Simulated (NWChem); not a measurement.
**Correlation energy of silanone (H₂OSi)**

```
Si
O 1 1.5320
H 1 1.4919 2 124.10
H 1 1.4919 3 111.80 2 180.00
```
Charge 0, spin multiplicity 1.

All runs are NWChem calculations. All single points use one geometry, from PBE0/def2-SVP, a minimum by its harmonic frequencies.

Basis set: 3-21G. Each correlation energy counts from its own Hartree-Fock reference.

The correlated methods keep 6 core orbitals frozen. Coupled-cluster values serve here as a point of comparison, not as the truth.

| method | correlation energy (mHa) |
|---|---|
| MP2 | -200.0 |
| SCS-MP2 | -198.0 |
| CR-CCSD[T] | -213.9 |
| CR-CCSD(T) | (withheld) |
| CCSD | (withheld) |
| CCSD+T(CCSD) | (withheld) |
| CCSD(T) | -213.7 |
| CCSDT | (withheld) |

Q: Complete the blanks.

A: 
- CR-CCSD(T), correlation energy (mHa): -212.1
- CCSD, correlation energy (mHa): -205.0
- CCSD+T(CCSD), correlation energy (mHa): -216.1
- CCSDT, correlation energy (mHa): -214.1
